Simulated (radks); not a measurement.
Spherical jellium clusters: N electrons in a uniform positive sphere of charge N and radius rs N^(1/3), rs = 2.94 bohr. Calculated with a radial shooting solver with Libxc functionals: non-relativistic Kohn-Sham, exchange-only LDA, spin-polarised, spherical densities. Levels are named by radial order and angular momentum (1s, 1p, 1d, 2s, ...), and open shells are averaged over m.

N = 18, configuration 1s2 1p6 1d10. This is the lowest configuration that the search found. Occupied and some empty levels:

level,occupation,eigenvalue (eV),<r> (bohr)
1s,2,-6.5299,4.555
1p,6,-4.8410,5.741
1d,10,-2.9575,6.660
2s,0,-2.6067,6.070
1f,0,-0.96228,7.734
2p,0,-0.72927,8.849

Energy (eV): total -11.6024, kinetic 52.269, external -1332.6, Hartree 648.61, exchange-correlation -66.400, background 686.56. Static polarisability (adiabatic kernel): 719.0 bohr^3, against R^3 = 457.4 for a classical metal sphere.

Electron density:

r (bohr),n(r) (e/bohr^3)
0.579,0.005218
1.54,0.006064
2.51,0.007638
3.48,0.009485
4.45,0.01065
5.41,0.01009
6.38,0.007607
7.34,0.004373
8.31,0.001965
9.28,0.0007669
10.2,0.0002806
11.2,0.00009828
12.2,0.00003385
